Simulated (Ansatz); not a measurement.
`[SH][GaH][Cl]` + H₂O → `[OH][GaH][SH]` + HCl at 400 K and 1 bar (formal hydrolysis of a Ga–Cl bond).

Gas-phase electronic energies from Ansatz, PBE0-D4/def2-TZVP geometries. CCSD(T)/CBS is the MP2 limit (def2-TZVPP, def2-QZVPP) plus CCSD(T) − MP2 in def2-TZVPP, frozen cores. This one scheme is used for every species. For Ga outer-core shells are correlated without core-valence functions, which leaves a few kJ/mol of doubt a bond. Scalar relativity is left out up to krypton. Each species was taken in one conformer, which may not be the lowest.

| species | CCSD(T)/CBS energy (Eh) | H − E (kJ/mol) | S (J/(mol·K)) |
| --- | --- | --- | --- |
| `[SH][GaH][Cl]` | -2782.78263 | 70.1 | 337.2 |
| H₂O | -76.37941 | 69.8 | 198.6 |
| `[OH][GaH][SH]` | -2398.75721 | 103.6 | 333.9 |
| HCl | -460.38127 | 29.6 | 195.4 |

H − E and S are ideal-gas, rigid-rotor, harmonic terms from PBE0-D4/def2-TZVP, for one conformer and one mirror image of each species. 1 Eh = 2625.50 kJ/mol, R = 8.31446 J/(mol·K).

Problem. By hand: ΔE, ΔH, ΔS and ΔG.

Solution. ΔE = (-2398.75721) + (-460.38127) − (-2782.78263) − (-76.37941) = 0.02356 Eh = 61.9 kJ/mol. Δ(H − E) = 103.6 + 29.6 − 70.1 − 69.8 = -6.7, so ΔH = 55.2 kJ/mol. ΔS = 333.9 + 195.4 − 337.2 − 198.6 = -6.5 J/(mol·K). ΔG = 55.2 − 400 × (-6.5)/1000 = 57.8 kJ/mol.

Problem. By hand: the equilibrium constant, and the temperature at which ΔG would vanish if ΔH and ΔS stayed fixed.

Solution. log₁₀ K = −ΔG/(RT ln 10) = -7.5. ΔH and −TΔS have one sign here, so there is no such temperature.

The number of gas molecules stays the same, so ΔS is small and ΔH decides. A doubt of 5 kJ/mol in ΔE shifts log₁₀ K by 0.7 here. Other conformers and mirror images would add mixing entropy, several J/(mol·K) or more a flexible species. These are equilibria of isolated gas molecules and say nothing of rates. Largest T1 diagnostic: 0.014 (customary marks: 0.02 for closed shells, 0.045 for open ones).

ΔS is within the doubt of such terms, so its sign, and with it that verdict, could turn.
